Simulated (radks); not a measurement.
The mean radii <r> (bohr) of the occupied orbitals of an atom or ion are listed with their occupations. Method: Dirac Kohn-Sham, PBE, spin-unpolarised, spherical densities, finite nucleus; Fermi nuclear charge, rms radius of each element as measured or else 0.836 A^(1/3) + 0.57 fm; computed with a radial shooting solver on a logarithmic mesh with Libxc functionals.

orbital  occ.      <r>
1s1/2       2  0.06909
2s1/2       2   0.2903

Name the element and its charge. Open shells, if any, fill j = l - 1/2 first.

Answer. Z = 22, titanium, charge +18: Ti18+ in [He] 2s2. The 1s radius gives Z: for a bare nucleus <r> = (2 gamma + 1)/(2Z) with gamma = sqrt(1 - (Z/c)^2), 0.06759 bohr for Z = 22, and screening makes it slightly larger (0.06909 here). The occupations add up to 4, and the charge is Z minus that.
